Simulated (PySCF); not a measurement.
Delta-SCF ions had no search for a lower state. Excitations are Tamm–Dancoff values on a coarser integration grid. The basis has no diffuse functions, so Rydberg states are missing or too high.

**C₁₀H₈BF, SMILES `Bc1ccc(F)c2cccc-2c1` (charge 0, multiplicity 1)**

The numbers are results of TPSSh-D3(BJ)/def2-TZVP // B3LYP-D3(BJ)/def2-SVP (PySCF), not measurements.

```
Item                                                          Value
-------------------------------------------  ----------------------
HOMO                                                       -5.76 eV
dipole moment                                                0.94 D
HOMO–LUMO gap                                               2.92 eV
LUMO                                                       -2.84 eV
S1 excitation (TDA)                                         2.68 eV
S1 oscillator strength                                        0.015
brightest of the four lowest singlets (TDA)                 4.72 eV
T1 excitation (TDA)                                         2.07 eV
S1–T1 gap (TDA)                                             0.61 eV
vertical ionisation energy (Delta-SCF)                      7.70 eV
total energy                                           -510.7656 Ha
cost                                         roughly 2.3 core-hours
```

```xyz
20

B     -3.1247    -1.1540     0.2845
C     -1.8009    -0.4041     0.0696
C     -1.8716     0.9298    -0.4151
C     -0.8866     1.8638    -0.7107
C      0.5036     1.7237    -0.6012
F      1.1994     2.8091    -0.9636
C      1.2581     0.6367    -0.1766
C      2.6608     0.5733    -0.0942
C      3.0153    -0.7055     0.3826
C      1.8558    -1.4620     0.6066
C      0.7253    -0.6762     0.2749
C     -0.5968    -1.0906     0.3685
H     -4.1780    -0.6140     0.0448
H     -3.1215    -2.2898     0.6947
H     -2.8905     1.2893    -0.5883
H     -1.2084     2.8416    -1.0776
H      3.3414     1.3806    -0.3568
H      4.0363    -1.0498     0.5503
H      1.8105    -2.4867     0.9746
H     -0.7276    -2.1151     0.7329
```
Charge 0, spin multiplicity 1.
